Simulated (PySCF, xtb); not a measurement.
C₂H₅FO₂Si, SMILES [SiH2](F)OC(C)=O. Other conformers were not sampled.

Harmonic wavenumbers (cm⁻¹) from GFN2-xTB in xtb at its own minimum, in rising order: 52, 71, 87, 108, 222, 360, 535, 560, 602, 614, 733, 766, 769, 856, 973, 1004, 1019, 1218, 1364, 1438, 1440, 1779, 2388, 2408, 3027, 3035, 3066.

Q: What does PBE-D3(BJ)/def2-SVP run with PySCF 2.14.0 give at its own minimum? (An estimate is asked for; the answer gives what the named calculation found.)

A: 86, 97, 108, 155, 233, 377, 560, 585, 665, 745, 778, 852, 882, 898, 957, 977, 1011, 1270, 1348, 1385, 1393, 1737, 2228, 2252, 2995, 3079, 3131. Paired by order, the mean absolute difference is 52 cm⁻¹ and the zero-point energies are 43.6 and 44.0 kcal/mol.
